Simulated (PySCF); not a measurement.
Job file and geometry (Å, from GFN2-xTB) of an NMR shielding run on `FC/C=C\[SiH2]S[SiH3]`, C3H9FSSi2, GIAO PBE0/pcSseg-1 NMR shielding, non-relativistic, gas phase in PySCF 2.14.0, density-fitted response routines; density fitting, a coarse starting grid and PySCF grid level 2 are the driver's defaults:

```
$ OMP_NUM_THREADS=1 python probes_run.py task.json out

{"job": {"kind": "nmr", "xc": "PBE0", "basis": "pcSseg-1"}, "charge": 0, "multiplicity": 1}
F     -1.925416    -1.504276     0.622212
C     -2.908808    -0.590268     0.333496
C     -2.368003     0.718689    -0.137110
C     -1.089376     1.031308    -0.281951
Si     0.370119    -0.098434     0.068329
S      2.043809     1.183655    -0.423588
Si     3.733803    -0.060369    -0.042830
H     -3.496109    -0.459801     1.251678
H     -3.544539    -1.045104    -0.437031
H     -3.156059     1.428328    -0.361406
H     -0.849086     2.025765    -0.634238
H      0.506251    -0.462304     1.474882
H      0.443288    -1.256153    -0.816987
H      3.717335    -0.459334     1.359324
H      3.655273    -1.238022    -0.898704
H      4.859918     0.795262    -0.369391
```

Question: What does the program print?

Answer: 
```
coarse grid: 14800 points
cycle   1  E = -1195.9750504371  dE =  5.418e-01  |g| = 5.260e-01  |ddm| = 3.597e+00
cycle   2  E = -1195.9372297709  dE =  3.782e-02  |g| = 7.046e-01  |ddm| = 1.082e+00
cycle   3  E = -1196.0323308140  dE = -9.510e-02  |g| = 9.098e-02  |ddm| = 6.344e-01
cycle   4  E = -1196.0337641605  dE = -1.433e-03  |g| = 4.551e-02  |ddm| = 1.068e-01
cycle   5  E = -1196.0342822570  dE = -5.181e-04  |g| = 8.489e-03  |ddm| = 4.237e-02
cycle   6  E = -1196.0342949109  dE = -1.265e-05  |g| = 3.658e-03  |ddm| = 8.261e-03
cycle   7  E = -1196.0342977865  dE = -2.876e-06  |g| = 4.416e-04  |ddm| = 3.914e-03
final grid: 129176 points
cycle   8  E = -1196.0826707426  dE = -2.591e-05  |g| = 7.262e-03  |ddm| = 2.283e-02
cycle   9  E = -1196.0826653257  dE =  5.417e-06  |g| = 8.848e-03  |ddm| = 1.500e-02
cycle  10  E = -1196.0826832790  dE = -1.795e-05  |g| = 8.607e-04  |ddm| = 8.359e-03
cycle  11  E = -1196.0826833810  dE = -1.021e-07  |g| = 2.471e-04  |ddm| = 7.362e-04
cycle  12  E = -1196.0826833917  dE = -1.068e-08  |g| = 8.079e-05  |ddm| = 2.496e-04
cycle  13  E = -1196.0826833932  dE = -1.492e-09  |g| = 2.876e-05  |ddm| = 8.799e-05
cycle  14  E = -1196.0826833934  dE = -1.985e-10  |g| = 5.630e-06  |ddm| = 3.245e-05
converged SCF energy = -1196.0826833934

GIAO shielding tensors (ppm)
atom      isotropic    diamagn.    paramagn.     s11        s22        s33       span
  0 F      436.738     480.212     -43.475    402.761    435.654    471.797     69.036
  1 C       96.894     238.676    -141.782     64.967     78.388    147.328     82.362
  2 C       35.213     256.731    -221.518    -83.410     47.247    141.802    225.213
  3 C       58.715     262.408    -203.694    -48.254     58.151    166.247    214.501
  4 Si     385.725     881.252    -495.528    351.255    372.746    433.173     81.918
  5 S      822.629    1061.516    -238.887    775.009    822.458    870.420     95.410
  6 Si     409.720     879.560    -469.840    370.057    399.923    459.178     89.121
  7 H       26.205      26.332      -0.128     22.117     25.470     31.028      8.911
  8 H       26.208      26.414      -0.206     22.117     25.477     31.030      8.913
  9 H       25.176      29.412      -4.236     23.746     23.841     27.941      4.195
 10 H       25.549      32.086      -6.536     23.300     23.484     29.864      6.564
 11 H       26.487      31.254      -4.767     21.665     26.782     31.013      9.348
 12 H       26.486      31.299      -4.812     21.665     26.779     31.015      9.351
 13 H       27.123      28.911      -1.788     23.149     25.227     32.992      9.844
 14 H       27.123      28.942      -1.819     23.153     25.225     32.992      9.839
 15 H       27.064      28.311      -1.247     23.079     24.750     33.363     10.285
```

Question: Turn these shieldings into chemical shifts. Referencing at the same level of theory: $^{19}$F (σref 170.95) vs CFCl3; $^{13}$C (σref 186.93) and $^{29}$Si (σref 349.16) and $^{1}$H (σref 31.72) vs TMS; $^{33}$S (σref 503.73) vs CS2.

Answer: Averaging equivalent atoms: F 0: -265.8; C 2: 151.7; C 3: 128.2; C 1: 90.0; Si 4: -36.6; Si 6: -60.6; S 5: -319; H 9: 6.54; H 10: 6.17; H 7/8: 5.51; H 11/12: 5.23; H 13/14/15: 4.61 ppm. Unscaled 19F shifts against computed CFCl3 carry errors that often reach 10 to 50 ppm.

Size and cost of the density-fitted run: 185 basis functions, 15 s wall time on 1 thread of an AMD EPYC 9B45, shared host; peak memory 0.89 GiB.
